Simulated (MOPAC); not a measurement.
MOPAC input (PM3):

```
PM3 FORCE THERMO(298,298) PRECISE LET CHARGE=-1 GEO-OK AUX(PRECISION=9) THREADS=1
HBN

B     0.00031602 1    0.00000000 1   -0.87278199 1
N     0.01824136 1    0.00000000 1    0.42184276 1
H     0.03115609 1    0.00000000 1    1.40655716 1
```

Q: Which zero-point energy does it print?

A: 8.63 kcal/mol, from the harmonic wavenumbers of PM3.
